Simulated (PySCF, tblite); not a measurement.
Isomers of C6H7NO. Level: GFN2-xTB in tblite, geometry and Hessian alike; calculated harmonic values, unscaled, isolated species. Against measured fundamentals such values can be off by several per cent, at times by over 20. One conformer each.

Electronic energies: PBE0/pcSseg-1 single points on the GFN2-xTB geometries (PySCF, gas phase).

```json
{"SMILES": "Cc1cc[n+]([O-])cc1", "electronic energy, lowest = 0 (kJ/mol)": "166.0"}
{"SMILES": "Cc1cc(O)ccn1", "electronic energy, lowest = 0 (kJ/mol)": "0.0"}
{"SMILES": "CO[C@@]1(C#N)C=CC1", "electronic energy, lowest = 0 (kJ/mol)": "274.7"}
{"SMILES": "C=C(C)c1ccon1", "electronic energy, lowest = 0 (kJ/mol)": "199.3"}
{"SMILES": "COC1(CC#N)C=C1", "electronic energy, lowest = 0 (kJ/mol)": "350.4"}
```

Q: How do GFN2-xTB zero-point energies change the relative energies?

A: 
```json
{"SMILES": "Cc1cc(O)ccn1", "ZPE (kJ/mol)": "306.4", "of it from modes above 1550 cm⁻¹": "149.6", "electronic (kJ/mol)": "0.0", "with ZPE, lowest = 0 (kJ/mol)": "0.0", "lowest mode (cm⁻¹)": "61", "rings": "1"}
{"SMILES": "Cc1cc[n+]([O-])cc1", "ZPE (kJ/mol)": "308.0", "of it from modes above 1550 cm⁻¹": "138.4", "electronic (kJ/mol)": "166.0", "with ZPE, lowest = 0 (kJ/mol)": "167.6", "lowest mode (cm⁻¹)": "19i", "rings": "1"}
{"SMILES": "C=C(C)c1ccon1", "ZPE (kJ/mol)": "305.1", "of it from modes above 1550 cm⁻¹": "140.2", "electronic (kJ/mol)": "199.3", "with ZPE, lowest = 0 (kJ/mol)": "198.0", "lowest mode (cm⁻¹)": "33", "rings": "1"}
{"SMILES": "CO[C@@]1(C#N)C=CC1", "ZPE (kJ/mol)": "300.6", "of it from modes above 1550 cm⁻¹": "151.0", "electronic (kJ/mol)": "274.7", "with ZPE, lowest = 0 (kJ/mol)": "269.0", "lowest mode (cm⁻¹)": "77", "rings": "1"}
{"SMILES": "COC1(CC#N)C=C1", "ZPE (kJ/mol)": "295.6", "of it from modes above 1550 cm⁻¹": "152.3", "electronic (kJ/mol)": "350.4", "with ZPE, lowest = 0 (kJ/mol)": "339.6", "lowest mode (cm⁻¹)": "42", "rings": "1"}
```

The zero-point energies span 12.4 kJ/mol, from `COC1(CC#N)C=C1` to `Cc1cc[n+]([O-])cc1`. Slightly imaginary modes are left out of the zero-point energy: `Cc1cc[n+]([O-])cc1` 19.0i cm⁻¹. The order is unchanged.

Q: And how do the electronic energies of GFN2-xTB itself compare?

A: `Cc1cc(O)ccn1` 0.0; `Cc1cc[n+]([O-])cc1` 134.0; `C=C(C)c1ccon1` 173.0; `CO[C@@]1(C#N)C=CC1` 280.9; `COC1(CC#N)C=C1` 366.9 kJ/mol, lowest = 0. Against the energies above, taken from the same isomer `Cc1cc(O)ccn1`, the largest difference is 32.0 kJ/mol.

Q: What do entropy and thermal enthalpy add at 298.15 K and 1 bar (rigid rotor, harmonic oscillator, one conformer each)?

A: 
```tsv
SMILES	point group	symmetry number	S (J/(mol K))	H − H(0) (kJ/mol)	ZPE + H − H(0) − TS (kJ/mol)
Cc1cc(O)ccn1	Cs	1	352.9	21.76	222.9
C=C(C)c1ccon1	Cs	1	363.2	22.29	219.1
CO[C@@]1(C#N)C=CC1	C1	1	369.9	24.06	214.4
COC1(CC#N)C=C1	C1	1	384.6	25.38	206.3
```

Not tabulated: `Cc1cc[n+]([O-])cc1` (lowest mode only 19i cm⁻¹).
